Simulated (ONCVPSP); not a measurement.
## Which change was made? (Pr, ONCV)

ONCVPSP 4.0.1 input, shortened (lines: element, Z, core and valence counts, functional; n l f; lmax; l rc ep ncon nbas qcut; lloc lpopt rc5 dvloc0; l nproj debl; icmod fcfact rcfact), LDA (Perdew-Wang 92), scalar-relativistic:

```
  Pr 59.00   10    4  -001012      upf
    1    0    2.00
    2    0    2.00
    2    1    6.00
    3    0    2.00
    3    1    6.00
    3    2   10.00
    4    0    2.00
    4    1    6.00
    4    2   10.00
    4    3    2.00
    5    0    2.00
    5    1    6.00
    5    2    1.00
    6    0    2.00
    3
    0    2.15    0.00    4    8    4.50
    1    1.85    0.00    4    7    3.80
    2    3.75    0.00    3    7    4.40
    3    2.80    0.13    5    8    4.60
    4    1    1.60    1.00
    0    2    1.00
    1    2    1.40
    2    2    3.00
    3    2    3.80
    1    0.55    0.00
```

Cutoffs, loose and tight: the cutoffs (Ha) at which the residual kinetic energy of the hardest occupied pseudo-wave falls to 1 and 0.1 mHa per electron. They do not see the model core or the augmentation charge, which bear on the density cutoff. Test errors are all-electron minus pseudo excitation energies from the reference, over the configurations 5s2 5p6 5d1 6s1; 5s2 5p6 5d1 6s0; 5s2 5p6 5d0 6s0; 5s1 5p6 5d1 6s2; variants that change the core or the reference have their own tests.

The base gives: outcome: generated; cutoff, loose: 34 Ha; cutoff, tight: 43 Ha; bound ghosts: none; GHOST(+) flags above zero: s, d, f; largest test error (meV): -283.

Problem. After one change the result is: outcome: generated; cutoff, loose: 5.9 Ha; cutoff, tight: 13 Ha; bound ghosts: none; GHOST(+) flags above zero: s; largest test error (meV): -547. Which change was it?
A. all radii but the core radius scaled by about 0.96 (s 2.06, p 1.76, d 3.58, f 2.68 bohr); local potential polynomial inside 1.52 bohr (lpopt 1, dvloc0 1 Ha)
B. all radii but the core radius scaled by about 0.85 (s 1.82, p 1.58, d 3.20, f 2.38 bohr); local potential polynomial inside 1.36 bohr (lpopt 1, dvloc0 1 Ha)
C. all radii but the core radius scaled by about 1.26 (s 2.72, p 2.34, d 4.74, f 3.54 bohr); local potential polynomial inside 2.02 bohr (lpopt 1, dvloc0 1 Ha)
D. all radii but the core radius scaled by about 1.13 (s 2.42, p 2.08, d 4.24, f 3.16 bohr); local potential polynomial inside 1.80 bohr (lpopt 1, dvloc0 1 Ha)

Solution. C. The others give: all radii but the core radius scaled by about 1.13 (s 2.42, p 2.08, d 4.24, f 3.16 bohr); local potential polynomial inside 1.80 bohr (lpopt 1, dvloc0 1 Ha) → outcome: generated; cutoff, loose: 15 Ha; cutoff, tight: 32 Ha; bound ghosts: none; GHOST(+) flags above zero: none; largest test error (meV): -386 | all radii but the core radius scaled by about 0.96 (s 2.06, p 1.76, d 3.58, f 2.68 bohr); local potential polynomial inside 1.52 bohr (lpopt 1, dvloc0 1 Ha) → outcome: generated; cutoff, loose: 40 Ha; cutoff, tight: 48 Ha; bound ghosts: none; GHOST(+) flags above zero: s, d, f; largest test error (meV): -215 | all radii but the core radius scaled by about 0.85 (s 1.82, p 1.58, d 3.20, f 2.38 bohr); local potential polynomial inside 1.36 bohr (lpopt 1, dvloc0 1 Ha) → outcome: failed: ERROR pspot: first pseudo wave function has node, program will stop.
